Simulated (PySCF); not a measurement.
A structure optimised at B3LYP-D3(BJ)/def2-SVP, used in a PySCF frequency run:

```
Hf
F 1 1.9061
F 1 1.9061 2 108.86
F 1 1.9061 2 108.86 3 -118.54
Cl 1 2.3583 2 110.07 4 -120.73
```
Charge 0, spin multiplicity 1.

### Question
Write its SMILES, formula and point group.

### Answer
[F][Hf]([F])([F])[Cl], ClF3Hf, C3v

### Question
What are its rotational constants (standard atomic weights)?

### Answer
2.7663, 1.6571, 1.6571 GHz
